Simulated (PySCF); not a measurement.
# Mg (magnesium, neutral): UHF calculation

Configuration: [Ne] 3s2, closed-shell 1S. Computed with PySCF 2.14 in def2-SVP, with no relativity, point nucleus.

| Quantity | Value |
| --- | --- |
| Total energy | -199.534811 hartree |
| One-electron energy | -279.1975 hartree |
| Hartree (Coulomb) energy | 95.6323 hartree |
| Exchange energy | -15.9696 hartree |
| Kinetic energy | 199.31848 hartree |
| ⟨S²⟩ | 0.0000 |
| ⟨L²⟩ | 0.000 |
| Sum of ⟨r⟩ | 12.31 bohr |
| Sum of ⟨r²⟩ | 29.92 bohr² |
| Density at the nucleus (Gaussians lack the cusp) | 988 bohr⁻³ |
| Langevin diamagnetic susceptibility | -23.7 ×10⁻⁶ cm³/mol |
| Time after the integrals | 0.06 s of wall time on 1 thread of Neoverse-N1 (shared host) |

```json
{"shell": "1s", "electrons": "2", "mean orbital energy (hartree)": "-49.03584", "rms radius, mean of both spins (bohr)": "0.152"}
{"shell": "2s", "electrons": "2", "mean orbital energy (hartree)": "-3.77560", "rms radius, mean of both spins (bohr)": "0.757"}
{"shell": "2p", "electrons": "6", "mean orbital energy (hartree)": "-2.29101", "rms radius, mean of both spins (bohr)": "0.776"}
{"shell": "3s", "electrons": "2", "mean orbital energy (hartree)": "-0.25160", "rms radius, mean of both spins (bohr)": "3.54"}
```
